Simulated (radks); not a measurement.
All-electron atom: Au3+ in [Xe] 4f14 5d8.

All-electron calculation, scalar-relativistic Kohn-Sham, r2SCAN, spin-polarised, spherical densities, finite nucleus; open shells are filled with parallel spins first (spin-orbit coupling, left out, can overturn this in heavy ions); meta-GGA in the generalised Kohn-Sham scheme; Fermi nuclear charge, rms radius 5.4371 fm. Program: a radial shooting solver on a logarithmic mesh with Libxc functionals.

Energy parts (eV):
total: -517219.01
kinetic: 578426.59
electron-nucleus: -1284018.32
Hartree: 198215.82
exchange-correlation: -9843.09

Orbitals (lengths in bohr, moments of r in powers of bohr; <r^-3> diverges for s and p1/2; r(max) is where P^2 peaks):
\begin{tabular}{lrrrrr}
orbital & occ. & eigenvalue (eV) & r(max) & <r> & <r^-3> \\ \hline
1s down & 1 & -80880.24 & 0.01042 & 0.01687 & - \\
1s up & 1 & -80880.23 & 0.01042 & 0.01687 & - \\
2s up & 1 & -14329.50 & 0.06015 & 0.07112 & - \\
2s down & 1 & -14329.25 & 0.06015 & 0.07112 & - \\
2p up & 3 & -12392.46 & 0.04981 & 0.06425 & 25490 \\
2p down & 3 & -12392.27 & 0.04981 & 0.06425 & 25490 \\
3s up & 1 & -3421.187 & 0.1695 & 0.1837 & - \\
3s down & 1 & -3421.152 & 0.1695 & 0.1837 & - \\
3p up & 3 & -2856.833 & 0.1689 & 0.1850 & 5846 \\
3p down & 3 & -2856.779 & 0.1689 & 0.1850 & 5846 \\
3d up & 5 & -2252.255 & 0.1378 & 0.1677 & 723.6 \\
3d down & 5 & -2252.105 & 0.1378 & 0.1677 & 723.6 \\
4s up & 1 & -777.8239 & 0.3827 & 0.4070 & - \\
4s down & 1 & -777.6241 & 0.3827 & 0.4070 & - \\
4p up & 3 & -591.9464 & 0.4026 & 0.4332 & 1402 \\
4p down & 3 & -591.7750 & 0.4026 & 0.4332 & 1401 \\
4d up & 5 & -367.4901 & 0.4103 & 0.4582 & 152.1 \\
4d down & 5 & -367.2845 & 0.4104 & 0.4582 & 152.1 \\
5s up & 1 & -147.5225 & 0.8496 & 0.9288 & - \\
5s down & 1 & -146.1752 & 0.8476 & 0.9259 & - \\
4f up & 7 & -118.8043 & 0.3766 & 0.4987 & 29.32 \\
4f down & 7 & -118.5071 & 0.3766 & 0.4978 & 29.37 \\
5p up & 3 & -98.1660 & 0.9523 & 1.065 & 236.2 \\
5p down & 3 & -96.4971 & 0.9494 & 1.062 & 239.1 \\
5d up & 5 & -41.7060 & 1.183 & 1.422 & 15.89 \\
5d down & 3 & -39.8432 & 1.179 & 1.430 & 15.91 \\
\end{tabular}

The highest occupied level is 5d down at -39.843 eV. The density falls to 0.001 e/bohr^3 at r = 3.26 bohr. Summed over all electrons, <r^2> = 37.33 bohr^2, which gives a Langevin (diamagnetic) susceptibility term of -29.6 x 10^-6 cm^3/mol. The spin density at the nucleus is -14.13 e/bohr^3 (1s -0.04, 2s -2.55, 3s 0.63, 4s 4.11, 5s -16.28).
